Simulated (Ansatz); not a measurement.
`O[Si](O)(Cl)C[SiH2]Cl`. The species carries charge 0 and has multiplicity 1. Geometry: relaxed with PBE0-D4/def2-TZVP. It is one conformer, not always the lowest.

```xyz
13

O    -1.733    1.859   -0.664
Si   -0.510    1.080    0.068
O    -0.807    1.055    1.668
Cl    1.267    2.079   -0.262
C    -0.369   -0.603   -0.684
Si    1.140   -1.588   -0.228
Cl    1.451   -1.486    1.820
H    -1.978    2.726   -0.334
H    -0.149    0.626    2.224
H    -0.371   -0.496   -1.775
H    -1.267   -1.167   -0.408
H     2.358   -1.060   -0.879
H     0.968   -3.025   -0.547
```

Q: What is the dipole moment at ωB97M-V/def2-TZVPP? (Best estimate.)

A: Ansatz gave: 1.17 D, with components (-0.74, -0.57, -0.70) D in this frame, pointing from negative to positive charge.

Q: And with PBE, r2SCAN, B3LYP? (Best estimate.)

A: Computed: PBE 1.17 D, r2SCAN 1.21 D, B3LYP 1.18 D.

Q: Give the Mulliken charges with ωB97M-V, r2SCAN, PBE in def2-TZVPP. (Estimate.)

A: Ansatz gave: 
```tsv
atom	ωB97M-V	r2SCAN	PBE
O1	-0.38	-0.41	-0.35
Si2	0.68	0.75	0.59
O3	-0.37	-0.39	-0.33
Cl4	-0.23	-0.27	-0.24
C5	-0.45	-0.35	-0.31
Si6	0.34	0.47	0.36
Cl7	-0.24	-0.28	-0.25
H8	0.18	0.21	0.20
H9	0.19	0.20	0.19
H10	0.14	0.10	0.12
H11	0.14	0.10	0.12
H12	0.00	-0.05	-0.04
H13	-0.02	-0.07	-0.05
```

B3LYP here is the variant with VWN-RPA as its local correlation; programs differ in this.
